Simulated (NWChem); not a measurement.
System: formate (CHO₂ anion); SMILES O=C[O-]

Results from NWChem. Geometry: optimised at B3LYP/def2-SVPD. Level: B3LYP/def2-SVPD with SMD (1 M gas to 1 M solution), gas-phase geometry. Reactions with the solvent are ignored.

For solvent ethylene glycol:

| Property | Value |
|---|---|
| solvation free energy (kcal/mol) | -69.3 |
| cavity-dispersion-structure term (kcal/mol) | 7.4 |

Problem. Estimate the same quantities for solvent toluene.

Solution. The solvation free energy (kcal/mol) is -34.9 and the cavity-dispersion-structure term (kcal/mol) is -0.7.
